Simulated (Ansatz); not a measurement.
System: CH₃OS, charge 0, doublet. CH3OS (SMILES C[S]=O, doublet).
B3LYP-D3(BJ)/def2-TZVP minimum from Ansatz (a quantum-chemistry and plane-wave program):
```xyz
6

C     -1.3941     0.3113     0.0856
S      0.2181    -0.4773    -0.1605
O      1.2502     0.5488     0.2074
H     -1.4940     0.6074     1.1297
H     -2.1650    -0.4153    -0.1755
H     -1.4683     1.1870    -0.5589
```
Charge 0, spin multiplicity 2.

Total energies in hartree (Ansatz). UHF or UKS for unpaired electrons; spin-orbit terms are left out. Correlated methods leave the cores frozen. No relativity. For partners of very few electrons the exact lower level stands in for a higher one. The UHF reference of CH3OS (C[S]=O, doublet) is spin-contaminated (<S^2> up to 0.04 over the pure value in the sets run).

```tsv
species	HF/cc-pV(T+d)Z	CCSD(T)/cc-pV(T+d)Z	HF/cc-pV(Q+d)Z	CCSD(T)/cc-pV(Q+d)Z	CCSD(T)/cc-pV(D+d)Z	CCSDT(Q)/cc-pV(D+d)Z
1: CH3OS (SMILES C[S]=O, doublet)	-512.03381	-512.65978	-512.04755	-512.71592	-512.46432	-512.46697
2: C (triplet)	-37.69157	-37.78076	-37.69331	-37.78654	-37.76038	-37.76071
3: S (triplet)	-397.50938	-397.65444	-397.51264	-397.66785	-397.60412	-397.60456
4: O (triplet)	-74.81176	-74.97396	-74.81729	-74.99357	-74.90995	-74.91013
5: H (doublet)	-0.49981	-0.49981	-0.49995	-0.49995	-0.49928	-0.49928
```

Task: Work out the atomisation energy (electronic, to ground-state atoms) in kcal/mol: take Hartree-Fock from cc-pV(Q+d)Z, extrapolate the CCSD(T) correlation energy as X^-3 (X = 3, 4), and add CCSDT(Q) - CCSD(T) in cc-pV(D+d)Z. 1 hartree = 627.51 kcal/mol.

Result: 
Species 1: correlation (64·(-0.66837) - 27·(-0.62597))/37 = -0.69931; step -0.00265; E1 = -512.04755 + (-0.69931) + (-0.00265) = -512.74951
Species 2: correlation (64·(-0.09323) - 27·(-0.08919))/37 = -0.09618; step -0.00033; E2 = -37.69331 + (-0.09618) + (-0.00033) = -37.78982
Species 3: correlation (64·(-0.15521) - 27·(-0.14506))/37 = -0.16262; step -0.00044; E3 = -397.51264 + (-0.16262) + (-0.00044) = -397.67570
Species 4: correlation (64·(-0.17628) - 27·(-0.16220))/37 = -0.18655; step -0.00018; E4 = -74.81729 + (-0.18655) + (-0.00018) = -75.00402
Species 5: correlation (64·(0.00000) - 27·(0.00000))/37 = 0.00000; step +0.00000; E5 = -0.49995 + (0.00000) + (+0.00000) = -0.49995
-1·E1 +1·E2 +1·E3 +1·E4 +3·E5 = 0.78012 hartree = 489.5 kcal/mol.
